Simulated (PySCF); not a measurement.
Ca¹⁷⁺: ionisation energy

Ca¹⁷⁺ [He] 2s1 (2S) → Ca¹⁸⁺ 1s2 (1S), as a difference of total energies. Calculation: PySCF 2.14, in an even-tempered Gaussian basis (17 s from 3.1 bohr⁻², ratio 2.2; 9 p from 4.8 bohr⁻², ratio 2.4; 6 d from 14 bohr⁻², ratio 2.4; 5 f from 22 bohr⁻², ratio 2.4; 4 g from 33 bohr⁻², ratio 2.4); no relativity, point nucleus. Correlated levels: nothing frozen; virtual orbitals above 40 to 60 times the deepest correlated orbital energy dropped. The calculations carry no spin-orbit coupling.

```tsv
method	ionisation energy (eV)	difference from reference (eV)
UHF	1150.8	-6.9
LDA	1149.1	-8.6
PBE	1152.5	-5.2
PBE0	1152.1	-5.6
r2SCAN	1150.0	-7.7
r2SCAN0	1150.3	-7.4
BP86	1151.9	-5.8
MP2 (all electrons)	1150.9	-6.8
SCS-MP2 (all electrons)	1150.9	-6.8
```

Reference: 1157.7 eV (theoretical estimate listed by NIST; NIST Atomic Spectra Database, ionization energies).

These non-relativistic numbers lack the scalar-relativistic shift.
